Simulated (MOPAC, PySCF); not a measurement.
[Ag(H2O)(CH3)], neutral singlet in the gas phase. 

Cartesian coordinates (Å):
```xyz
8

Ag     0.0157    -0.0014     0.0665
O      0.8031     0.2897    -2.0129
H      0.9427     1.2335    -2.1794
H      0.1303     0.0232    -2.6566
C     -0.7325    -0.2435     1.9556
H     -1.0061    -1.2984     2.1176
H     -1.6272     0.3829     2.0987
H      0.0280     0.0454     2.6988
```
Charge 0, spin multiplicity 1.

All levels are single points at this geometry (r2SCAN-D4/def2-SVP); Pople sets use spherical d functions. Orbital energies aren't observables, and empty levels follow the basis.

TPSSh-D3(BJ)/def2-TZVP in PySCF gives dipole (D) = 5.15.

Problem. Estimate the dipole (D) from each of these levels: B3LYP-D3(BJ)/def2-TZVP in PySCF; B3LYP/LANL2DZ in PySCF; BP86/6-31G* (LANL2DZ on Ag) in PySCF; HF/6-31G* (LANL2DZ on Ag) in PySCF; PM7 in MOPAC.

Solution. 
```tsv
level	dipole (D)
B3LYP-D3(BJ)/def2-TZVP in PySCF	5.12
B3LYP/LANL2DZ in PySCF	5.21
BP86/6-31G* (LANL2DZ on Ag) in PySCF	4.80
HF/6-31G* (LANL2DZ on Ag) in PySCF	6.34
PM7 in MOPAC	4.98
```
